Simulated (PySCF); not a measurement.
Relaxation of quartet BrCoN

Method: UPBE0 in PySCF with Co def2-TZVP, N def2-TZVP, Br def2-TZVP; no relativity; density-fitted integrals. A (50,194) grid was used.

A hand-made bent start, of Cs symmetry, held to at least that symmetry:

```xyz
3
charge 0 multiplicity 4, angstrom
Co   -0.8347    0.0000   -0.7569
N    -2.1699    0.0000    0.1780
Br    1.0084    0.0000    0.5336
```

At each step, columns x, y, z (Å) and Fx, Fy, Fz (eV/Å):

```
step 0  E − E(last) = 10.12 kJ/mol
Co  -0.835   0.000  -0.757  -0.932   0.000   1.230
N   -2.170   0.000   0.178   0.947   0.000  -0.986
Br   1.008   0.000   0.534  -0.015   0.000  -0.244
step 1  E − E(last) = 4.88 kJ/mol
Co  -0.842   0.000  -0.722  -0.377   0.000   0.659
N   -2.176   0.000   0.154   0.337   0.000  -0.492
Br   1.022   0.000   0.523   0.040   0.000  -0.167
step 2  E − E(last) = 2.08 kJ/mol
Co  -0.848   0.000  -0.668   0.341   0.000  -0.035
N   -2.201   0.000   0.117  -0.430   0.000   0.092
Br   1.052   0.000   0.505   0.089   0.000  -0.057
step 3  E − E(last) = 1.04 kJ/mol
Co  -0.845   0.000  -0.640   0.216   0.000  -0.054
N   -2.228   0.000   0.099  -0.311   0.000   0.067
Br   1.076   0.000   0.496   0.096   0.000  -0.012
step 4  E − E(last) = 0.03 kJ/mol
Co  -0.839   0.000  -0.582  -0.117   0.000   0.020
N   -2.288   0.000   0.060   0.063   0.000  -0.045
Br   1.130   0.000   0.476   0.054   0.000   0.025
step 5  E − E(last) = 0.00 kJ/mol
Co  -0.840   0.000  -0.575  -0.048   0.000   0.009
N   -2.293   0.000   0.055   0.030   0.000  -0.022
Br   1.137   0.000   0.475   0.018   0.000   0.013
step 6  E − E(last) = 0.00 kJ/mol
Co  -0.841   0.000  -0.573   0.002   0.000   0.000
N   -2.294   0.000   0.054  -0.001   0.000  -0.004
Br   1.139   0.000   0.474  -0.002   0.000   0.005
```

It ends at Cs with Co–Br 2.241 Å, Co–N 1.582 Å; Br–Co–N 128.4° (after a last refinement on a finer grid). A frequency run shows a minimum. Other isomers or separated fragments may lie lower.

Open d and f shells are described by one determinant, and the ground state may have another occupation or spin. At this level a broken-symmetry Ms = 1/2 minimum of Cs symmetry lies 16 kJ/mol below this structure.

The relaxation took 21 s on 4 threads of a shared Arm Neoverse V2 host, with 124 basis functions and 7 gradients; the process peaked at 0.69 GiB.
